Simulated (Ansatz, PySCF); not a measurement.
Potential energy curve for AuH, singlet.

Levels of theory: RKS-PBE = Ansatz (an electronic-structure program) with restricted PBE/def2-TZVP, def2 effective core potentials past Kr; UKS-PBE = unrestricted PBE/def2-TZVP, def2 effective core potentials past Kr in Ansatz; RKS-r2SCAN = PySCF 2.14.0 with restricted r2SCAN/def2-TZVP, def2 effective core potentials past Kr; UCCSD(T) = CCSD(T) on UHF/def2-TZVP, def2 effective core potentials past Kr run with PySCF.

Energies relative to the lowest point of each curve near equilibrium, in kcal/mol; the last columns give the difference from UCCSD(T):

```
R / Å  RKS-PBE  UKS-PBE  RKS-r2SCAN  UCCSD(T)  RKS-PBE − UCCSD(T)  UKS-PBE − UCCSD(T)  RKS-r2SCAN − UCCSD(T)
-----  -------  -------  ----------  --------  ------------------  ------------------  ---------------------
1.17      58.8     58.8        57.0      56.9                 1.9                 1.9                    0.1
1.22      39.8     39.8        38.1      38.0                 1.7                 1.7                    0.1
1.31      17.3     17.3        16.0      16.0                 1.3                 1.3                    0.1
1.38       7.4      7.4         6.5       6.4                 1.0                 1.0                    0.1
1.45       2.1      2.1         1.6       1.6                 0.6                 0.6                    0.0
1.49       0.6      0.6         0.3       0.3                 0.3                 0.3                    0.0
1.54       0.0      0.0         0.0       0.0                 0.0                 0.0                    0.0
1.60       0.6      0.6         1.0       1.0                -0.4                -0.4                    0.0
1.64       1.7      1.7         2.3       2.3                -0.6                -0.6                    0.0
1.70       4.1      4.1         5.1       5.0                -0.9                -0.9                    0.1
1.79       8.8      8.8        10.3      10.1                -1.3                -1.3                    0.2
1.90      15.7     15.7        17.8      17.3                -1.6                -1.6                    0.6
2.09      28.5     28.5        31.6      30.7                -2.2                -2.2                    0.9
2.34      44.3     44.3        48.7      46.1                -1.7                -1.7                    2.6
2.52      54.2     54.2        59.3      54.7                -0.5                -0.5                    4.6
2.80      66.8     63.9        72.9      63.2                 3.7                 0.8                    9.7
3.06      75.8     68.3        82.6      66.6                 9.2                 1.7                   16.0
3.36      83.6     70.6        91.0      68.1                15.5                 2.5                   23.0
3.82      91.4     71.9        99.6      68.8                22.7                 3.1                   30.9
4.19      95.3     72.2       103.9      68.9                26.4                 3.3                   35.0
4.60      98.0     72.4       106.9      69.0                29.0                 3.4                   37.9
5.44     100.7     72.5       109.7      69.1                31.7                 3.5                   40.7
6.23     101.7     72.5       110.7      69.1                32.6                 3.5                   41.6
```

RKS-PBE is furthest from UCCSD(T) at 6.23 (32.6 kcal/mol, above); its mean absolute difference over the points is 8.1 kcal/mol.

UKS-PBE is furthest from UCCSD(T) at 6.23 (3.5 kcal/mol, above); its mean absolute difference over the points is 1.6 kcal/mol.

RKS-r2SCAN is furthest from UCCSD(T) at 6.23 (41.6 kcal/mol, above); its mean absolute difference over the points is 10.6 kcal/mol.

The restricted form behind RKS-PBE, RKS-r2SCAN keeps the bonding electrons paired and can't separate into open-shell fragments. The unrestricted determinant behind UKS-PBE is spin-contaminated at 2.52 to 6.23 Å (<S²> up to 1.0, against 0.00 for a pure singlet). The unrestricted determinant behind UCCSD(T) is spin-contaminated at 2.09 to 6.23 Å (<S²> up to 1.0, against 0.00 for a pure singlet).
